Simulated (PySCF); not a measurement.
**`CC=C=C(F)Br`, C4H4BrF**

Molfile (atoms numbered from 1):
```
C4H4BrF
     RDKit          3D

 10  9  0  0  0  0  0  0  0  0999 V2000
   -1.5905   -0.4432   -0.0857 C   0  0  0  0  0  0  0  0  0  0  0  0
   -0.5233    0.5757    0.1424 C   0  0  0  0  0  0  0  0  0  0  0  0
    0.7555    0.3297    0.1548 C   0  0  0  0  0  0  0  0  0  0  0  0
    2.0266    0.0903    0.1252 C   0  0  0  0  0  0  0  0  0  0  0  0
    2.7471   -0.2477    1.1933 F   0  0  0  0  0  0  0  0  0  0  0  0
    3.0741    0.1808   -1.4329 Br  0  0  0  0  0  0  0  0  0  0  0  0
   -1.1687   -1.4341   -0.2475 H   0  0  0  0  0  0  0  0  0  0  0  0
   -2.1936   -0.1682   -0.9560 H   0  0  0  0  0  0  0  0  0  0  0  0
   -2.2675   -0.4819    0.7724 H   0  0  0  0  0  0  0  0  0  0  0  0
   -0.8508    1.6014    0.3137 H   0  0  0  0  0  0  0  0  0  0  0  0
  1  2  1  0
  2  3  2  0
  3  4  2  0
  4  5  1  0
  4  6  1  0
  1  7  1  0
  1  8  1  0
  1  9  1  0
  2 10  1  0
M  END
```

Level of theory: PySCF, TDDFT CAM-B3LYP/def2-TZVPD circular dichroism and optical rotation, one conformer, IEF-PCM chloroform (non-equilibrium linear response, no local-field factor). Geometry: PBE0-D3(BJ)/def2-TZVP.

The calculation is non-relativistic, which matters for the atoms heavier than Zn. No stereocentre is labelled: unless the shape is locked (an allene, a helicene, a hindered biaryl), the mirror image is equally populated and a measured rotation or CD is zero.

Question: Which excitations and rotatory strengths does the calculation give?

Answer: Rotatory strengths R in 10⁻⁴⁰ esu² cm², velocity form and length form (origin at the centre of mass); f in length form.
| state | E (eV) | λ (nm) | f | R (velocity) | R (length) | main |
| --- | --- | --- | --- | --- | --- | --- |
| 1 | 4.59 | 270 | 0.0004 | +1.7 | +1.7 | HOMO→LUMO 0.93 |
| 2 | 6.13 | 202 | 0.0004 | +6.8 | +6.8 | HOMO→LUMO+1 0.32, HOMO→LUMO+6 0.27 |
| 3 | 6.19 | 200 | 0.143 | +46.3 | +46.5 | HOMO−1→LUMO 0.76, HOMO−2→LUMO 0.09 |
| 4 | 6.42 | 193 | 0.003 | -19.5 | -19.6 | HOMO−1→LUMO+2 0.38, HOMO−1→LUMO+5 0.24 |
| 5 | 6.54 | 190 | 0.146 | -105.3 | -106.6 | HOMO→LUMO+1 0.53, HOMO→LUMO+6 0.12 |
| 6 | 6.84 | 181 | 0.197 | +71.9 | +72.7 | HOMO→LUMO+2 0.34, HOMO→LUMO+3 0.19 |
| 7 | 6.95 | 178 | 0.776 | +105.4 | +105.7 | HOMO−2→LUMO 0.46, HOMO−1→LUMO 0.15 |
| 8 | 7.34 | 169 | 0.126 | -23.3 | -23.5 | HOMO−1→LUMO+1 0.56, HOMO−1→LUMO+3 0.13 |
| 9 | 7.41 | 167 | 0.004 | +0.8 | +0.7 | HOMO−3→LUMO 0.70 |
| 10 | 7.50 | 165 | 0.024 | +22.1 | +21.7 | HOMO→LUMO+3 0.53, HOMO→LUMO+6 0.13 |
| 11 | 7.61 | 163 | 0.015 | -9.7 | -9.5 | HOMO→LUMO+4 0.79 |
| 12 | 7.71 | 161 | 0.092 | -13.6 | -14.0 | HOMO−1→LUMO+2 0.22, HOMO−1→LUMO+3 0.20 |

Among the states computed, the strongest CD band (largest |R|) is state 7. The largest dissymmetry factor in size, g = 4R/(D+G), with D and G the electric and magnetic dipole strengths, is +0.16 for state 2 (velocity form, f = 0.0004), among bands with |R| over 0.5. The mirror image has the same energies and oscillator strengths and all R with the opposite sign.
